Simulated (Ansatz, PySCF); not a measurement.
Si(Cl)2(Me)(NH2) (CH5Cl2NSi), SMILES C[Si](N)(Cl)Cl. Atoms are numbered in the order given.

```xyz
10

C      1.6424    -1.1948     0.4431
Si     0.0245    -0.3620     0.0649
N     -1.1869    -1.5059    -0.3416
Cl     0.3784     1.0648    -1.4210
Cl    -0.6898     0.6811     1.7056
H      1.5220    -1.9001     1.2799
H      2.0052    -1.7494    -0.4379
H      2.4051    -0.4484     0.7118
H     -2.1586    -1.2048    -0.3842
H     -0.9920    -2.1943    -1.0664
```

Geometry optimised at TPSSh-D3(BJ)/def2-SVP. This is a generated structure with no PubChem entry under its InChIKey; it may be hypothetical. One conformer was computed; it need not be the lowest.

Two levels are set side by side: PBE-D3(BJ)/def2-SVP (Ansatz, a quantum-chemistry and plane-wave program) and TPSSh-D3(BJ)/def2-SVP (PySCF). Each level has its own optimised geometry; the coordinates shown are those of the second. Frequencies come from the Hessian of PySCF at each geometry. Differences are taken from unrounded values.

| quantity | TPSSh-D3(BJ) |
|---|---|
| mean bond length (Å) | 1.453 |
| bond C1–Si2 (Å) | 1.859 |
| bond Si2–N3 (Å) | 1.715 |
| bond Si2–Cl4 (Å) | 2.090 |
| bond Si2–Cl5 (Å) | 2.071 |
| bond C1–H6 (Å) | 1.101 |
| bond C1–H7 (Å) | 1.102 |
| bond C1–H8 (Å) | 1.100 |
| bond N3–H9 (Å) | 1.018 |
| bond N3–H10 (Å) | 1.018 |
| highest harmonic wavenumber (cm⁻¹) | 3634 |
| mean harmonic wavenumber (cm⁻¹) | 1217 |
| zero-point energy (kcal/mol) | 41.74 |

Q: What does PBE-D3(BJ) give, and how far is it from TPSSh-D3(BJ)? (An estimate is asked for; the answer gives what the named calculation found.)

A: 
```json
[
 {"quantity": "mean bond length (Å)", "PBE-D3(BJ)": "1.460", "PBE-D3(BJ) minus TPSSh-D3(BJ)": "0.007"},
 {"quantity": "bond C1–Si2 (Å)", "PBE-D3(BJ)": "1.864", "PBE-D3(BJ) minus TPSSh-D3(BJ)": "0.005"},
 {"quantity": "bond Si2–N3 (Å)", "PBE-D3(BJ)": "1.726", "PBE-D3(BJ) minus TPSSh-D3(BJ)": "0.011"},
 {"quantity": "bond Si2–Cl4 (Å)", "PBE-D3(BJ)": "2.098", "PBE-D3(BJ) minus TPSSh-D3(BJ)": "0.008"},
 {"quantity": "bond Si2–Cl5 (Å)", "PBE-D3(BJ)": "2.079", "PBE-D3(BJ) minus TPSSh-D3(BJ)": "0.008"},
 {"quantity": "bond C1–H6 (Å)", "PBE-D3(BJ)": "1.108", "PBE-D3(BJ) minus TPSSh-D3(BJ)": "0.007"},
 {"quantity": "bond C1–H7 (Å)", "PBE-D3(BJ)": "1.109", "PBE-D3(BJ) minus TPSSh-D3(BJ)": "0.007"},
 {"quantity": "bond C1–H8 (Å)", "PBE-D3(BJ)": "1.107", "PBE-D3(BJ) minus TPSSh-D3(BJ)": "0.007"},
 {"quantity": "bond N3–H9 (Å)", "PBE-D3(BJ)": "1.024", "PBE-D3(BJ) minus TPSSh-D3(BJ)": "0.006"},
 {"quantity": "bond N3–H10 (Å)", "PBE-D3(BJ)": "1.024", "PBE-D3(BJ) minus TPSSh-D3(BJ)": "0.006"},
 {"quantity": "highest harmonic wavenumber (cm⁻¹)", "PBE-D3(BJ)": "3575", "PBE-D3(BJ) minus TPSSh-D3(BJ)": "-59"},
 {"quantity": "mean harmonic wavenumber (cm⁻¹)", "PBE-D3(BJ)": "1187", "PBE-D3(BJ) minus TPSSh-D3(BJ)": "-30"},
 {"quantity": "zero-point energy (kcal/mol)", "PBE-D3(BJ)": "40.73", "PBE-D3(BJ) minus TPSSh-D3(BJ)": "-1.01"}
]
```

Exact exchange shortens and stiffens bonds; PBE has none. Differences between two approximate levels are no errors against the true value.
